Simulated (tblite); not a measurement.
C5H13FSi3.
Z-matrix (Å and degrees, GFN2-xTB geometry), rows numbered from 1:
```
F 
C   1  1.4002
Si  2  1.9181  1  107.97
C   3  1.8804  2  107.91  1   -74.83
C   4  1.3329  3  124.82  2   -10.62
Si  5  1.8836  4  125.10  3     0.48
C   2  1.5210  1  108.78  3  -123.55
C   7  1.5326  2  111.90  1   -67.47
Si  8  1.9025  7  115.16  2   -69.32
H   2  1.0973  1  104.36  3   118.34
H   3  1.4705  2  107.61  1   165.72
H   3  1.4655  2  108.32  1    45.29
H   4  1.0863  3  116.30  2   169.37
H   5  1.0853  4  118.76  3   179.58
H   6  1.4654  5  110.04  4   104.86
H   6  1.4715  5  109.25  4  -134.23
H   7  1.0960  2  106.51  1   173.83
H   8  1.0937  7  108.65  2   169.22
H   8  1.0922  7  108.43  2    54.45
H   9  1.4670  8  108.40  7   -52.31
H   9  1.4636  8  108.62  7  -171.87
H   9  1.4651  8  112.70  7    67.95
```

Calculated harmonic vibrations of the isolated species, GFN2-xTB (tblite), most abundant isotopes, no scaling. The method is semi-empirical: single wavenumbers can be off by several per cent or more. Modes of hydrogen on silicon can be 10 to 20 % off. One conformer, not necessarily the lowest.

Harmonic wavenumbers (cm⁻¹): 27.8, 53.1, 68.9, 117.0, 136.7, 189.9, 211.3, 240.3, 250.0, 283.5, 358.9, 440.4, 459.4, 489.1, 505.2, 546.2, 549.9, 571.3, 587.5, 642.8, 658.0, 677.6, 692.7, 733.3, 753.2, 757.4, 770.6, 775.8, 779.0, 796.9, 802.0, 814.3, 831.1, 953.2, 964.8, 1024.6, 1083.1, 1136.4, 1167.1, 1178.8, 1216.5, 1266.5, 1300.4, 1319.0, 1328.0, 1480.9, 1626.1, 2201.5, 2208.7, 2236.5, 2250.9, 2252.7, 2256.4, 2267.7, 2892.3, 2910.0, 2941.7, 2974.4, 2984.3, 3006.4.

A = 1528, B = 645.8, C = 538.1 MHz; mass 176.031 u (most abundant isotopes); point group C1, symmetry number 1.

What is the zero-point energy?

½Σν̃ = 33500 cm⁻¹ = 95.78 kcal/mol.

Entropy at 500 K, 1 bar (ideal gas, RRHO, classical rotation)?

Translation 44.00, rotation 32.32, vibration 68.86: S = 145.2 cal/(mol K).

And Cp and H(500 K) − H(0)?

Cp = 73.83 cal/(mol K), of which vibrations give 65.88 (their classical limit is 60 R = 119.2); H(500 K) − H(0) = 21.54 kcal/mol without the zero-point energy, 17.56 from vibrations.

How do the functions run with temperature in this model?

```tsv
T (K)	S (cal/(mol K))	Cp (cal/(mol K))	H − H(0) (kcal/mol)	G − H(0) (kcal/mol)	ln q(vib)
100	75.9	21.8	1.48	-6.11	2.76
200	95.4	36.5	4.38	-14.70	6.24
300	113.1	51.7	8.81	-25.14	9.80
800	184.5	93.1	46.86	-100.74	27.08
1000	206.2	101.1	66.33	-139.85	33.20
```

q(vib) and H(0) count from the zero-point level.

Blend soft modes into free rotors: weight 1/[1 + (100 cm⁻¹/ν̃)⁴] for the oscillator and the rest for a rotor with moment μB/(μ + B), μ = h/(8π²ν), B = 10⁻⁴⁴ kg m². What vibrational entropy results?

63.14 cal/(mol K) in place of 68.86, which changes −T·S at 500 K by +2.86 kcal/mol.

Hindered rotation and anharmonicity are outside this model. Other conformers, if any are populated, would add a mixing term that is left out. The structure is chiral; the term R ln 2 for an equal mix with its mirror image is left out.
